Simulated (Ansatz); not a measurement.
Complex (SMILES): [H][H] (H2) with [SiH3][SiH3] (Si2H6), atoms 1 to 2 the first; geometry from B3LYP-D3(BJ)/def2-TZVP, monomers rigid:
```xyz
10

H      0.3397     0.0222     0.2902
H      0.6122     0.2666    -0.3576
Si     0.3200    -3.2284    -1.0917
Si     1.0226    -2.2141    -3.0850
H      0.1535    -4.6882    -1.2985
H      1.3218    -3.0132    -0.0199
H     -0.9775    -2.6616    -0.6511
H      1.2073    -0.7551    -2.8941
H      2.3113    -2.7989    -3.5296
H      0.0137    -2.4266    -4.1514
```

The counterpoise-corrected interaction energy at CCSD(T) with Ansatz (a program for electronic structure), in kcal/mol, split into its Hartree-Fock and correlation parts. Cores are frozen. No added dispersion term, no relativity. Functions are those of the species that has most.

```
basis            X  functions  Hartree-Fock  CCSD(T)
---------------  -  ---------  ------------  -------
aug-cc-pV(D+d)Z  2        136          0.40    -0.33
aug-cc-pV(T+d)Z  3        294          0.40    -0.45
aug-cc-pV(Q+d)Z  4        546          0.40    -0.49
```

Worked estimate of the basis-set limit from each neighbouring pair, with Hartree-Fock from the larger set and the correlation part extrapolated as X^-3.
Correlation parts: X = 2: -0.73, X = 3: -0.85, X = 4: -0.89.
- (2,3): (27·(-0.85) - 8·(-0.73))/19 = -0.90; with Hartree-Fock 0.40 the estimate is -0.50 kcal/mol.
- (3,4): (64·(-0.89) - 27·(-0.85))/37 = -0.92; with Hartree-Fock 0.40 the estimate is -0.52 kcal/mol.
The last two estimates differ by 0.02 kcal/mol; the largest set lies 0.03 from the last. Over the last step Hartree-Fock moves by 0.00 and the correlation part by -0.04.
